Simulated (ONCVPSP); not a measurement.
## phosphorus: one change to an ONCV potential, before and after

```
Element                 : phosphorus
Generator               : ONCVPSP 4.0.1
Type                    : optimised norm-conserving Vanderbilt (ONCV)
Functional              : LDA (Perdew-Zunger)
Relativity              : scalar-relativistic
Frozen core             : [Ne]
Valence charge          : 5
Reference configuration : 3s2 3p3
Partial waves           : 3s: rc 1.55 bohr, ncon 4, nbas 8, qcut 3.8 1/bohr, 3 projectors, debl 3.2 Ha; 3p: rc 1.65 bohr, ncon 4, nbas 7, qcut 5.8 1/bohr, 2 projectors, debl 0.3 Ha
Local potential         : polynomial inside 1.05 bohr (lpopt 3, dvloc0 0 Ha)
Core correction         : none
```

Change: s: qcut 3.9; p: qcut 6.

Cutoffs: the cutoffs (Ha) at which the residual kinetic energy of the hardest occupied pseudo-wave falls to 1 and 0.1 mHa per electron; they do not see the model core or the augmentation charge, which bear on the density cutoff. Errors are all-electron minus pseudo energies relative to the spin-unpolarised reference configuration.

Q: Predict the effect on cutoff, ghosts and configuration errors.

A: The potential gets softer (21 Ha and 66 Ha → 18 Ha and 64 Ha); the errors of the 4 common tests hardly move; neither file shows a bound ghost.

| quantity | base | changed |
| --- | --- | --- |
| cutoff, loose | 21 Ha | 18 Ha |
| cutoff, tight | 66 Ha | 64 Ha |
| loose cutoff by channel | s 21 Ha, p 5.2 Ha | s 18 Ha, p 5.3 Ha |
| bound ghosts | none | none |
| GHOST(+) flags under 300 eV | s at 278.9 eV | s at 277.2 eV |
| error for 3s2 3p2, meV [ΔE 9.82 eV] | +2.4 | +2.4 |
| error for 3s2 3p1, meV [ΔE 29.07 eV] | +28 | +28 |
| error for 3s2 3p0, meV [ΔE 58.96 eV] | +132 | +131 |
| error for 3s0 3p5, meV [ΔE 17.14 eV] | +7.1 | +7.3 |
| s: phases at 1.57 bohr within 0.05 rad from the reference energy up to (Ha; the scan ends near 5) | to the end of the scan | to the end of the scan |
| p: phases at 1.68 bohr within 0.05 rad from the reference energy up to (Ha; the scan ends near 5) | 3.4 | 3.4 |
